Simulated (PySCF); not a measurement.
# Löwdin shares of the frontier orbitals

Compound: GeH5P.
Cartesian coordinates in Å at the PBE0-D3(BJ)/def2-SVP level; atoms count from 1:
```
atom  x, y, z in Å
P1     1.4486    0.0686    0.5621
Ge2   -0.8177    0.1212    0.0347
H3     1.8503    0.5710   -0.7144
H4     1.6047   -1.2950    0.1627
H5    -1.5810   -0.6422    1.1309
H6    -1.2735    1.5911    0.0370
H7    -1.1329   -0.5070   -1.3357
```

The calculation used TDDFT PBE0/def2-SVPD, vertical, gas phase, core orbitals frozen in the response in PySCF. The PBE0/def2-SVPD calculation is non-relativistic and has no spin–orbit coupling, an omission that weighs most on germanium.

Kohn–Sham orbitals with the atoms that hold most of them (Löwdin shares over 4%, at most four atoms; ? is withheld):

```tsv
orbital	ε (eV)	atoms
LUMO+2	0.56	P1 54%, H4 14%, H3 14%, Ge2 13%
LUMO+1	0.26	Ge2 32%, P1 30%, H3 8%, H4 8%
LUMO	-0.17	?
HOMO	-7.55	P1 64%, Ge2 15%, H3 7%, H4 7%
HOMO-1	-9.01	?
HOMO-2	-9.55	Ge2 39%, H6 23%, H5 22%, P1 8%
HOMO-3	-10.04	Ge2 37%, H7 29%, P1 18%, H5 5%
```

Question: Which atoms hold the LUMO, and with what shares?

Answer: Ge2 (bonded to P and 3 H) 37%; P1 (bonded to Ge and 2 H) 29%; H7 (bonded to Ge) 11%; H6 (bonded to Ge) 7%. By element: germanium 37%, phosphorus 29%, hydrogen 18% or more.

Question: Give the leading atoms of the HOMO-1.

Answer: P1 (bonded to Ge and 2 H) 34%; Ge2 (bonded to P and 3 H) 29%; H5 (bonded to Ge) 9%; H6 (bonded to Ge) 9%. By element: phosphorus 34%, germanium 29%, hydrogen 18% or more.

Question: The HOMO–LUMO gap is 7.38 eV. Where does the response calculation put the lowest singlet, and from which orbitals?

Answer: S1 is at 6.41 eV (f = 0.063), 0.97 eV below the gap, made of HOMO→LUMO (82%), HOMO→LUMO+1 (15%). 

Question: Give energy, strength and leading configuration of S1, S2 and S8, and follow the Löwdin shares of the leading atoms from the occupied to the empty orbital.

Answer: 
- S1 (6.41 eV, f 0.063), HOMO→LUMO (82%): P1 64% → 29%, Ge2 15% → 37%
- S2 (6.61 eV, f 0.193), HOMO→LUMO+1 (82%): P1 64% → 30%, Ge2 15% → 32%
- S8 (8.14 eV, f 0.061), HOMO-2→LUMO (84%): Ge2 39% → 37%, H6 23% → 7%, P1 8% → 29%

Löwdin shares depend on the basis, the more so with diffuse functions.
